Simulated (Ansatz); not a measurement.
C$_{2}$H$_{5}$GaOS (`C1C[S][GaH][O]1`). Total charge 0; spin multiplicity 1. All single points use the PBE0-D4/def2-TZVP geometry.

```xyz
10

C     0.440   -0.579    0.700
C    -0.360   -0.924   -0.550
S    -0.301    0.426   -1.794
Ga   -0.111    1.872   -0.167
O     0.177    0.716    1.183
H     0.184   -1.301    1.485
H     1.511   -0.689    0.481
H     0.044   -1.821   -1.023
H    -1.409   -1.104   -0.304
H    -0.174    3.404   -0.010
```

**Question.** What is the dipole moment at PBE/def2-TZVPP? (Best estimate.)

**Answer.** Ansatz gave: 0.40 D, with components (-0.04, -0.37, 0.13) D in this frame, pointing from negative to positive charge.

**Question.** And with r2SCAN, B3LYP, ωB97M-V? (Estimate.)

**Answer.** Ansatz gave: r2SCAN 0.38 D, B3LYP 0.28 D, ωB97M-V 0.16 D.

**Question.** Give the Mulliken charges with PBE, B3LYP, r2SCAN in def2-TZVPP. (Estimate.)

**Answer.** The calculation gave: 
```json
{"atom": "C1", "PBE": "0.02", "B3LYP": "0.05", "r2SCAN": "0.14"}
{"atom": "C2", "PBE": "-0.10", "B3LYP": "-0.11", "r2SCAN": "0.00"}
{"atom": "S3", "PBE": "-0.22", "B3LYP": "-0.23", "r2SCAN": "-0.26"}
{"atom": "Ga4", "PBE": "0.28", "B3LYP": "0.35", "r2SCAN": "0.34"}
{"atom": "O5", "PBE": "-0.33", "B3LYP": "-0.41", "r2SCAN": "-0.42"}
{"atom": "H6", "PBE": "0.07", "B3LYP": "0.07", "r2SCAN": "0.03"}
{"atom": "H7", "PBE": "0.06", "B3LYP": "0.06", "r2SCAN": "0.02"}
{"atom": "H8", "PBE": "0.09", "B3LYP": "0.10", "r2SCAN": "0.06"}
{"atom": "H9", "PBE": "0.11", "B3LYP": "0.11", "r2SCAN": "0.07"}
{"atom": "H10", "PBE": "0.02", "B3LYP": "0.01", "r2SCAN": "0.02"}
```

B3LYP here is the variant with VWN-RPA as its local correlation; programs differ in this.
